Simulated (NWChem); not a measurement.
System: AlN2H4F; SMILES [NH2][Al]([NH2])[F]

NWChem printed, in part:

```
             Northwest Computational Chemistry Package (NWChem) 7.3.0
             --------------------------------------------------------

 C2V symmetry detected

                             Geometry "geometry" -> ""
                             -------------------------

 Output coordinates in angstroms (scale by  1.889725989 to convert to a.u.)

  No.       Tag          Charge          X              Y              Z
 ---- ---------------- ---------- -------------- -------------- --------------
    1 Al                  13.0000     0.00000000     0.00000000     0.02240360
    2 F                    9.0000     0.00000000     0.00000000     1.68995070
    3 N                    7.0000    -1.55845234     0.00000000    -0.80303470
    4 H                    1.0000    -1.70189731     0.00000000    -1.80523253
    5 H                    1.0000    -2.45094579     0.00000000    -0.32392612
    6 N                    7.0000     1.55845234     0.00000000    -0.80303470
    7 H                    1.0000     1.70189731     0.00000000    -1.80523253
    8 H                    1.0000     2.45094579     0.00000000    -0.32392612

 Effective nuclear repulsion energy (a.u.)     159.0376875891

      Symmetry information
      --------------------

 Group name             C2v
 Group number             16
 Group order               4
 No. of unique centers     5

                                 NWChem DFT Module
                                 -----------------

 Summary of "ao basis" -> "ao basis" (spherical)
 ------------------------------------------------------------------------------
       Tag                 Description            Shells   Functions and Types
 ---------------- ------------------------------  ------  ---------------------
 Al                         6-31+g*                 10       22   5s4p1d
 F                          6-31+g*                  8       18   4s3p1d
 N                          6-31+g*                  8       18   4s3p1d
 H                          6-31+g*                  2        2   2s

      Symmetry analysis of basis
      --------------------------

        a1         37
        a2          7
        b1         26
        b2         14

            General Information
            -------------------
          SCF calculation type: DFT
          Wavefunction type:  closed shell.
          No. of atoms     :     8
          No. of electrons :    40
           Alpha electrons :    20
            Beta electrons :    20
          Charge           :     0
          Spin multiplicity:     1
          Use of symmetry is: on ; symmetry adaption is: on
          Maximum number of iterations: 150
          AO basis - number of functions:    84
                     number of shells:    42
          Convergence on energy requested:  1.00D-06
          Convergence on density requested:  1.00D-05
          Convergence on gradient requested:  5.00D-04

              XC Information
              --------------
                        Slater Exchange Functional  1.000 local
                      VWN V Correlation Functional  1.000 local

             Grid Information
             ----------------
          Grid used for XC integration:  medium
          Radial quadrature: Mura-Knowles
          Angular quadrature: Lebedev.
          Tag              B.-S. Rad. Rad. Pts. Rad. Cut. Ang. Pts.
          ---              ---------- --------- --------- ---------
          Al                  1.25       88          10.0       590
          F                   0.50       49          11.0       434
          N                   0.65       49          11.0       434
          H                   0.35       45          12.0       434
          Grid pruning is: on
          Number of quadrature shells:   276
          Spatial weights used:  Erf1

      Superposition of Atomic Density Guess
      -------------------------------------

 Sum of atomic energies:        -451.82132043

      Non-variational initial energy
      ------------------------------

 Total energy =    -452.972744
 1-e energy   =    -940.442209
 2-e energy   =     328.431777
 HOMO         =      -0.357305
 LUMO         =      -0.049070

      Symmetry analysis of molecular orbitals - initial
      -------------------------------------------------

  Numbering of irreducible representations:

     1 a1          2 a2          3 b1          4 b2

  Orbital symmetries:

     1 a1          2 a1          3 a1          4 b1          5 a1
     6 b1          7 a1          8 b2          9 a1         10 a1
    11 b1         12 a1         13 b1         14 b2         15 a1
    16 b1         17 a1         18 b1         19 b2         20 a2
    21 a1         22 b2         23 b1         24 a1         25 a1
    26 b2         27 a1         28 b1         29 a1         30 a1

   convergence    iter        energy       DeltaE   RMS-Dens  Diis-err
 ---------------- ----- ----------------- --------- --------- ---------
 d= 0,ls=0.0,diis     1   -451.6025180617 -6.11D+02  2.51D-02  1.27D+00
 d= 0,ls=0.0,diis     2   -451.3241896065  2.78D-01  1.71D-02  4.26D+00
 d= 0,ls=0.0,diis     3   -451.7119476403 -3.88D-01  2.31D-03  8.73D-02
 d= 0,ls=0.0,diis     4   -451.7134031206 -1.46D-03  1.39D-03  5.47D-02
 d= 0,ls=0.0,diis     5   -451.7189973564 -5.59D-03  2.30D-04  3.61D-04
  Resetting Diis
 d= 0,ls=0.0,diis     6   -451.7190394764 -4.21D-05  4.89D-05  1.06D-05
 d= 0,ls=0.0,diis     7   -451.7190407275 -1.25D-06  2.49D-05  1.09D-06
 d= 0,ls=0.0,diis     8   -451.7190405268  2.01D-07  1.28D-05  3.64D-06
 d= 0,ls=0.0,diis     9   -451.7190408388 -3.12D-07  3.11D-06  8.94D-08

         Total DFT energy =     -451.719040838770
      One electron energy =     -944.862247105125
           Coulomb energy =      375.983527703247
    Exchange-Corr. energy =      -41.878009025982
 Nuclear repulsion energy =      159.037687589090

 Numeric. integr. density =       39.999987257317

                  Occupations of the irreducible representations
                  ----------------------------------------------

                     irrep           alpha         beta
                     --------     --------     --------
                     a1               10.0         10.0
                     a2                1.0          1.0
                     b1                6.0          6.0
                     b2                3.0          3.0

                       DFT Final Molecular Orbital Analysis
                       ------------------------------------

 Vector   18  Occ=2.000000D+00  E=-3.286291D-01  Symmetry=b1
              MO Center= -3.5D-15, -3.5D-17,  9.7D-01, r^2= 2.4D+00
   Bfn.  Coefficient  Atom+Function         Bfn.  Coefficient  Atom+Function
  ----- ------------  ---------------      ----- ------------  ---------------
    25      0.557028  2 F  px                29      0.354833  2 F  px
    11      0.210060  1 Al px                50      0.174651  3 N  s
    72     -0.174651  6 N  s                 43      0.172463  3 N  px
    65      0.172463  6 N  px                45      0.110113  3 N  pz
    67     -0.110113  6 N  pz                21     -0.095903  1 Al d  1

 Vector   19  Occ=2.000000D+00  E=-2.405256D-01  Symmetry=b2
              MO Center=  1.1D-13,  8.6D-16, -7.0D-01, r^2= 3.4D+00
   Bfn.  Coefficient  Atom+Function         Bfn.  Coefficient  Atom+Function
  ----- ------------  ---------------      ----- ------------  ---------------
    44      0.376300  3 N  py                66      0.376300  6 N  py
    48      0.279964  3 N  py                70      0.279964  6 N  py
     8      0.204864  1 Al py                26     -0.110856  2 F  py
    52      0.103804  3 N  py                74      0.103804  6 N  py
     4     -0.087561  1 Al py                30     -0.072870  2 F  py

 Vector   20  Occ=2.000000D+00  E=-2.192968D-01  Symmetry=a2
              MO Center= -1.1D-13, -1.5D-16, -7.8D-01, r^2= 3.5D+00
   Bfn.  Coefficient  Atom+Function         Bfn.  Coefficient  Atom+Function
  ----- ------------  ---------------      ----- ------------  ---------------
    44      0.415663  3 N  py                66     -0.415663  6 N  py
    48      0.317963  3 N  py                70     -0.317963  6 N  py
    52      0.120699  3 N  py                74     -0.120699  6 N  py
    18     -0.072243  1 Al d -2

 Vector   21  Occ=0.000000D+00  E=-5.191723D-02  Symmetry=a1
              MO Center= -1.9D-15, -1.1D-15, -4.3D-01, r^2= 7.7D+00
   Bfn.  Coefficient  Atom+Function         Bfn.  Coefficient  Atom+Function
  ----- ------------  ---------------      ----- ------------  ---------------
    14      1.063530  1 Al s                 10      1.039926  1 Al s
    50     -0.635093  3 N  s                 72     -0.635093  6 N  s
    46     -0.422583  3 N  s                 68     -0.422583  6 N  s
     6      0.265653  1 Al s                 51     -0.264244  3 N  px
    73      0.264244  6 N  px                13     -0.252383  1 Al pz

 Vector   22  Occ=0.000000D+00  E= 3.979121D-04  Symmetry=b1
              MO Center=  2.4D-14,  7.1D-16, -3.2D-01, r^2= 1.4D+01
   Bfn.  Coefficient  Atom+Function         Bfn.  Coefficient  Atom+Function
  ----- ------------  ---------------      ----- ------------  ---------------
    15      1.350018  1 Al px                11     -0.681257  1 Al px
    46      0.402516  3 N  s                 68     -0.402516  6 N  s
    60     -0.171546  4 H  s                 82      0.171546  7 H  s
    62     -0.159190  5 H  s                 84      0.159190  8 H  s
     7      0.142598  1 Al px                47     -0.128003  3 N  px

[...]
```

Level: LDA (Slater exchange, VWN5)/6-31+G* (spherical d), vertical spin-unrestricted ions. Geometry: optimised at PBE0/def2-SVP.

Problem. Which NWChem input produces such a log?

Solution. Several could match; the one computed here: the input that was run:
```
start job
memory heap 200 mb stack 900 mb global 1100 mb
geometry units angstroms noautoz
  Al     0.027001    -0.000008     0.000000
  F      1.694542     0.004759     0.000000
  N     -0.794165    -1.560707     0.000000
  H     -1.795975    -1.706845     0.000000
  H     -0.312664    -2.451912     0.000000
  N     -0.802704     1.556187     0.000000
  H     -1.805283     1.696938     0.000000
  H     -0.325991     2.449963     0.000000
end
basis spherical
  * library 6-31+g*
end
dft
  xc slater vwn_5
  iterations 150
  vectors input atomic output neutral.movecs
end
task dft energy
charge 1
dft
  odft
  mult 2
  vectors input atomic output cation.movecs
end
task dft energy
charge -1
dft
  odft
  mult 2
  vectors input atomic output anion.movecs
end
task dft energy
```
